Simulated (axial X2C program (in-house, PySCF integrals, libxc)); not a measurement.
**TcSn: from the spin-free to the two-component result**

Calculated with an in-house relativistic program for diatomic molecules. Spin-free means the one-electron spin-free X2C Hamiltonian; two-component (2c) means X2C with spin–orbit coupling and atomic mean-field two-electron Coulomb and Gaunt terms, so the difference of the two also holds small scalar two-electron terms. Basis: Sn dyall-cv3z [11s12p9d4f1g], Tc dyall-cv3z [12s12p8d5f3g] (cores contracted in-house); Gaussian nuclei, density fitting, unrestricted open shells. Masses: Sn 119.902 u, Tc 98.907 u.

Spin-free state: M_S = 3/2, Λ = 0 (beyond evenly filled blocks: σα, δ+α, δ-α); fragments Sn + Tc.

| level | Re (Å) | ωe (cm⁻¹) | De (eV) | μ (D) |
| --- | --- | --- | --- | --- |
| PBE0 | 2.534 | 219.4 | 2.744 | 1.97 |

Dipoles are positive if Tc is the positive end.

Two-component determinant lowest at the distance of the search:

Ω = 3/2 (⟨Sz⟩ = 1.50, ⟨Lz⟩ = 0.00 at PBE0); fragments Sn + Tc.

```csv
level,Re (Å),ωe (cm⁻¹),μ (D)
PBE0,2.534,218.9,1.95
```

**Question.** From the two tables, how do the constants change at the PBE0 level (2c against spin-free)?

**Answer.** At the PBE0 level Re is unchanged within 0.001 Å and ωe drops by 0.5 cm⁻¹.

The state is a single determinant with fixed occupations, the lowest that a limited PBE0 search found. De is counted from the lowest determinant-based energies of the atoms at the same level, without counterpoise correction. De is not given where an atomic determinant may have missed its ground term or J level, or where the truncated virtual space spoils (T). Density functionals use the spin component along the axis (collinear). The functionals have no current-density term, which raises determinants with orbital currents, atoms included. With several unpaired electrons one determinant need not be a pure state. This is the top spin component of a Σ state; components of lower Ω are not single determinants and can lie lower. The determinant is spin-polarised beyond a pure state at some levels (its spin-free form has ⟨S²⟩ too high), which makes Re and μ there less reliable. Under one Hamiltonian the search converged a single determinant, so lower ones may well exist.
